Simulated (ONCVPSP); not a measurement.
## LDA (Perdew-Zunger) ONCV dataset for boron, scalar-relativistic all-electron reference.

boron, optimised norm-conserving Vanderbilt (ONCV), made with ONCVPSP 4.0.1 (LDA (Perdew-Zunger), scalar-relativistic). Core [He], reference 2s2 2p0.5 (charge +0.5). Waves: 2s: rc 1.90 bohr, ncon 5, nbas 8, qcut 5.3 1/bohr, local; 2p: rc 2.50 bohr, ncon 4, nbas 9, qcut 6.1 1/bohr, 2 projectors, debl 3 Ha. Local part: the s channel. Core correction: Teter function, fcfact 5.75, rcfact 1.35.

All-electron outer shells of the reference configuration (LDA (Perdew-Zunger), scalar-relativistic, ld1.x):

| shell | level (eV) | outermost node (bohr) | outermost maximum (bohr) |
| --- | --- | --- | --- |
| 1s | -184.52 | – | 0.21 |
| 2s | -14.06 | 0.46 | 1.48 |
| 2p | -8.20 | – | 1.48 |

Calculated quality:

```json
{
  "Cutoffs needed": "10 Ha and 14 Ha (the cutoffs (Ha) at which the residual kinetic energy of the hardest occupied pseudo-wave falls to 1 and 0.1 mHa per electron)",
  "Ghost test": "no bound ghost flagged; no localised positive-energy state flagged",
  "Largest excitation error": "+70 meV (all-electron minus pseudo) for 2s1 2p0, out of 4 test configurations",
  "rms error of d²Exc/dni dnj": "4.38 mHa without and 1.46 mHa with the model core"
}
```

Generation and tests took about 1.1 s on one core of a shared server CPU.
